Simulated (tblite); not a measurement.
Compound: C8H12N2.
Bonds: C1–C2 (double), C2–N3, N3–C4 (aromatic), C4–C5 (aromatic), C5–C6 (aromatic), C6–C7, C7–C8, C7–C9, C6–N10 (aromatic), N3–N10 (aromatic). Hydrogens: H11, H12 on C1; H13 on C2; H14 on C4; H15 on C5; H16 on C7; H17, H18, H19 on C8; H20, H21, H22 on C9.

Computed with GFN2-xTB (tblite), gas phase: L-BFGS steps from a force-field or distance-geometry start until the largest atomic force falls under 0.01 eV/Å.

Step 15: E = -791.0129 eV
```
atom  x, y, z in Å  |  force x, y, z in eV/Å
C1      3.5919    0.6361    1.3167   -0.023   0.009   0.017
C2      3.1687   -0.0147    0.2444    0.035  -0.013  -0.024
N3      1.8462   -0.1772   -0.1302    0.051  -0.021   0.017
C4      1.4278   -0.8483   -1.2336    0.029   0.009  -0.023
C5      0.0618   -0.7851   -1.2519    0.018  -0.009   0.023
C6     -0.2757   -0.0459   -0.0953   -0.012   0.027   0.003
C7     -1.6329    0.3334    0.3922   -0.049   0.006   0.018
C8     -2.3533    1.2059   -0.6367    0.001   0.008  -0.007
C9     -2.4655   -0.9134    0.6936   -0.008  -0.016   0.006
N10     0.8108    0.3081    0.5611    0.039   0.014   0.015
H11     2.8992    1.0982    1.9946   -0.038   0.017   0.019
H12     4.6428    0.7138    1.5305   -0.051   0.011   0.016
H13     3.8526   -0.4859   -0.4465    0.063  -0.026  -0.039
H14     2.1311   -1.3021   -1.9015   -0.015  -0.040  -0.063
H15    -0.5992   -1.2065   -1.9798   -0.026   0.000  -0.004
H16    -1.4932    0.9053    1.3142   -0.012   0.009   0.017
H17    -2.5104    0.6513   -1.5594   -0.009   0.007  -0.001
H18    -1.7693    2.0944   -0.8656   -0.007   0.007   0.022
H19    -3.3219    1.5114   -0.2459    0.017   0.025  -0.039
H20    -2.6214   -1.4929   -0.2140   -0.008  -0.001   0.010
H21    -3.4358   -0.6203    1.0893    0.007  -0.047   0.008
H22    -1.9647   -1.5461    1.4230   -0.003   0.021   0.011
```

Step 16: E = -791.0139 eV
```
atom  x, y, z in Å  |  force x, y, z in eV/Å
C1      3.5890    0.6361    1.3156   -0.029   0.000   0.016
C2      3.1683   -0.0165    0.2429    0.069   0.010  -0.007
N3      1.8458   -0.1777   -0.1324    0.073  -0.039   0.014
C4      1.4261   -0.8500   -1.2355    0.032   0.030  -0.007
C5      0.0597   -0.7843   -1.2514    0.030  -0.019   0.021
C6     -0.2755   -0.0450   -0.0932   -0.001   0.013  -0.029
C7     -1.6325    0.3344    0.3941   -0.048   0.008   0.015
C8     -2.3518    1.2061   -0.6362    0.001   0.009  -0.007
C9     -2.4642   -0.9132    0.6942   -0.005  -0.016   0.005
N10     0.8123    0.3083    0.5618    0.030  -0.011  -0.031
H11     2.8942    1.0967    1.9922   -0.049   0.020   0.019
H12     4.6385    0.7169    1.5352   -0.049   0.001  -0.001
H13     3.8558   -0.4859   -0.4465    0.038  -0.025  -0.034
H14     2.1304   -1.3040   -1.9045   -0.054  -0.018  -0.031
H15    -0.6021   -1.2063   -1.9796   -0.014   0.015   0.021
H16    -1.4926    0.9060    1.3156   -0.016   0.018   0.031
H17    -2.5071    0.6496   -1.5578   -0.011   0.010  -0.009
H18    -1.7682    2.0946   -0.8652    0.001   0.007   0.019
H19    -3.3210    1.5131   -0.2484    0.011   0.018  -0.030
H20    -2.6175   -1.4908   -0.2151   -0.014  -0.007   0.017
H21    -3.4353   -0.6229    1.0900    0.007  -0.042   0.003
H22    -1.9629   -1.5457    1.4233   -0.003   0.018   0.008
```

Step 17: E = -791.0151 eV
```
atom  x, y, z in Å  |  force x, y, z in eV/Å
C1      3.5847    0.6362    1.3147   -0.032  -0.009   0.012
C2      3.1691   -0.0186    0.2407    0.086   0.032   0.012
N3      1.8464   -0.1791   -0.1348    0.071  -0.053  -0.001
C4      1.4246   -0.8514   -1.2380    0.025   0.042   0.013
C5      0.0576   -0.7838   -1.2504    0.035  -0.029   0.003
C6     -0.2749   -0.0437   -0.0910    0.001  -0.003  -0.049
C7     -1.6327    0.3358    0.3969   -0.014   0.006   0.002
C8     -2.3498    1.2065   -0.6356    0.000   0.009  -0.005
C9     -2.4627   -0.9133    0.6951    0.002  -0.008   0.003
N10     0.8146    0.3084    0.5621    0.031  -0.033  -0.065
H11     2.8870    1.0952    1.9895   -0.056   0.016   0.008
H12     4.6323    0.7208    1.5409   -0.036  -0.007  -0.014
H13     3.8604   -0.4863   -0.4472    0.008  -0.015  -0.018
H14     2.1283   -1.3067   -1.9089   -0.087   0.004   0.001
H15    -0.6059   -1.2057   -1.9789    0.009   0.033   0.053
H16    -1.4921    0.9072    1.3180   -0.022   0.022   0.037
H17    -2.5030    0.6477   -1.5560   -0.011   0.014  -0.017
H18    -1.7666    2.0950   -0.8644    0.013   0.007   0.013
H19    -3.3196    1.5155   -0.2521   -0.005   0.012  -0.016
H20    -2.6129   -1.4885   -0.2162   -0.019  -0.017   0.022
H21    -3.4346   -0.6269    1.0908   -0.001  -0.031   0.000
H22    -1.9606   -1.5451    1.4240    0.002   0.008   0.007
```

Task: Estimate the geometry and energy of step 18. (The exact step hangs on the optimiser's Hessian estimate; all steps are aligned on step 17, rigid shifts and turns removed.)

Result: E = -791.0165 eV, largest force 0.106 eV/Å
```
atom  x, y, z in Å  |  force x, y, z in eV/Å
C1      3.5785    0.6364    1.3141   -0.027  -0.014   0.009
C2      3.1713   -0.0208    0.2380    0.073   0.044   0.025
N3      1.8484   -0.1818   -0.1379    0.048  -0.049  -0.015
C4      1.4231   -0.8525   -1.2410    0.011   0.034   0.021
C5      0.0556   -0.7835   -1.2491    0.032  -0.021  -0.005
C6     -0.2742   -0.0419   -0.0891    0.031  -0.019  -0.052
C7     -1.6328    0.3377    0.4005    0.030   0.005  -0.012
C8     -2.3473    1.2071   -0.6350    0.000   0.007  -0.001
C9     -2.4605   -0.9134    0.6962    0.011   0.004   0.001
N10     0.8182    0.3080    0.5613    0.016  -0.046  -0.083
H11     2.8762    1.0935    1.9861   -0.059   0.004  -0.010
H12     4.6235    0.7256    1.5478   -0.012  -0.010  -0.019
H13     3.8662   -0.4873   -0.4487   -0.020   0.000   0.006
H14     2.1241   -1.3101   -1.9145   -0.102   0.019   0.023
H15    -0.6107   -1.2042   -1.9769    0.027   0.042   0.069
H16    -1.4917    0.9092    1.3218   -0.029   0.017   0.028
H17    -2.4979    0.6453   -1.5539   -0.008   0.022  -0.023
H18    -1.7641    2.0957   -0.8632    0.026   0.005   0.004
H19    -3.3178    1.5187   -0.2570   -0.022   0.005   0.002
H20    -2.6071   -1.4857   -0.2173   -0.022  -0.030   0.026
H21    -3.4337   -0.6326    1.0919   -0.012  -0.016  -0.001
H22    -1.9576   -1.5441    1.4250    0.009  -0.004   0.006
```

The energy changes by -0.0015 eV. The first-order estimate −F·Δx gives -0.0020 eV and the mean of the old and new forces, exact on a quadratic surface, -0.0015 eV. The step makes an angle of 72° with the force vector and moves no atom by more than 0.012 Å.
